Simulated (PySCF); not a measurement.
In(I)3 cation (I3In), SMILES [I][In]([I])[I] (connectivity only; charge and spin as stated), charge +1, multiplicity 2.

The structure is a stationary point at B3LYP-D3(BJ)/def2-SVP. The spin state was assumed, not searched. The isomer is the one that the SMILES or the coordinates give; other isomers of the formula were not compared. The def2 effective core potentials stand for the cores of I, In; spin–orbit coupling is left out.

Two levels are set side by side: PBE/def2-TZVP (PySCF) and r2SCAN/def2-TZVP (PySCF). Same geometry, gas phase. Differences are taken from unrounded values.

```csv
quantity,PBE
α-spin orbital gap (eV),2.38
β-spin orbital gap (eV),0.49
mean polarisability (bohr³),150.1
```

Task: These are the PBE values. What does r2SCAN give? (An estimate is asked for; the answer gives what the named calculation found.)

Result: 
```
quantity                     r2SCAN  PBE minus r2SCAN
---------------------------  ------  ----------------
α-spin orbital gap (eV)        2.75             -0.37
β-spin orbital gap (eV)        0.81             -0.32
mean polarisability (bohr³)   149.2               0.8
```

Rough cost on one machine, each run with all the roots and properties that it gave: r2SCAN against PBE about 2 times.
